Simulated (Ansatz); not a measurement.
The same path of CH₄GeOS (8 atoms, charge 0, multiplicity 1) was run 3 times with different band settings. Lost on the way: C1–H5, Ge3–S4. Made: C1–Ge3, S4–H5.

These are results of Ansatz 0.2.0, RKS PBE0/def2-SVP, not measurements.

Relaxed end points:

```xyz
8
Properties=species:S:1:pos:R:3
C -0.354 1.137 -0.206
O 0.144 0.473 0.924
Ge 0.395 -1.176 0.231
S -0.392 -0.143 -1.573
H 0.300 1.972 -0.512
H -1.376 1.518 -0.040
H 1.876 -1.598 0.226
H -0.499 -2.240 0.895
```

```xyz
8
Properties=species:S:1:pos:R:3
C -0.433 0.431 -0.117
O 0.341 0.470 1.054
Ge 0.221 -1.267 0.461
S 0.273 1.134 -1.614
H 0.236 2.425 -1.204
H -1.493 0.692 0.025
H 1.545 -1.801 -0.070
H -0.598 -2.141 1.407
```

Common settings: spring 5.0 eV/Å²; optimiser quadratic models (default); force threshold 0.03 eV/Å; iteration limit 60; end points relaxed.

| run | movable images | climbing image | start path |
| --- | --- | --- | --- |
| 1 | 9 | yes | through a guess of the saddle point |
| 2 | 1 | no | through a guess of the saddle point |
| 3 | 9 | yes | straight line |

Q: What does each run give, and how far can it be trusted?

A: Run 1: converged after 49 iterations, highest image 3.257 eV above the first end. The profile has 3 maxima (images 2, 5, 8) with wells between them (images 4, 6): this band takes more than one step, which may be the mechanism or a detour left from its start path. Neighbouring images differ by up to 2.4 eV, so the band resolves the path poorly. A vibrational analysis at the climbing image gives one clearly imaginary mode, 1035i cm⁻¹: a first-order saddle point.
Run 2: not converged after 60 iterations, highest image 1.726 eV above the first end. The band didn't meet its force threshold, so its energies are provisional: the largest band force was still 0.25 eV/Å, and over the last iterations the top moved between 1.73 and 1.80 eV. So few images can step over the top or miss a turn of the path.
Run 3: not converged after 60 iterations, highest image 3.257 eV above the first end. The band didn't meet its force threshold, so its energies are provisional: the largest band force was still 0.11 eV/Å, and over the last iterations the top stayed at 3.26 eV.
The orbitals stay closed-shell, which can raise the energy where a bond breaks towards radicals; this wasn't checked here.
